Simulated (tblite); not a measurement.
Isomers of C2H9B2N. Method: GFN2-xTB as coded in tblite; computed harmonic values from a numerical Hessian at the method's own geometry, unscaled. Errors from tens to a few hundred cm⁻¹ against measured bands are possible. Modes of hydrogen on boron can be 10 to 20 % off. One conformer each.

Electronic energies: GFN2-xTB at the same geometries; isomer energies are rough at this level and their order can be wrong.

```json
{"SMILES": "BN(B)CC", "electronic energy, lowest = 0 (kJ/mol)": "0.0"}
{"SMILES": "BNBCC", "electronic energy, lowest = 0 (kJ/mol)": "16.7"}
{"SMILES": "BNB(C)C", "electronic energy, lowest = 0 (kJ/mol)": "21.9"}
```

**Question.** How do GFN2-xTB zero-point energies change the relative energies?

**Answer.** 
```json
{"SMILES": "BN(B)CC", "ZPE (kJ/mol)": "299.7", "of it from modes above 1550 cm⁻¹": "153.1", "electronic (kJ/mol)": "0.0", "with ZPE, lowest = 0 (kJ/mol)": "0.0", "lowest mode (cm⁻¹)": "64", "rings": "0"}
{"SMILES": "BNBCC", "ZPE (kJ/mol)": "302.7", "of it from modes above 1550 cm⁻¹": "157.1", "electronic (kJ/mol)": "16.7", "with ZPE, lowest = 0 (kJ/mol)": "19.6", "lowest mode (cm⁻¹)": "101", "rings": "0"}
{"SMILES": "BNB(C)C", "ZPE (kJ/mol)": "301.2", "of it from modes above 1550 cm⁻¹": "160.4", "electronic (kJ/mol)": "21.9", "with ZPE, lowest = 0 (kJ/mol)": "23.3", "lowest mode (cm⁻¹)": "5i", "rings": "0"}
```

The zero-point energies span 3.0 kJ/mol, from `BN(B)CC` to `BNBCC`. Slightly imaginary modes are left out of the zero-point energy: `BNB(C)C` 5.2i cm⁻¹. The order is unchanged.
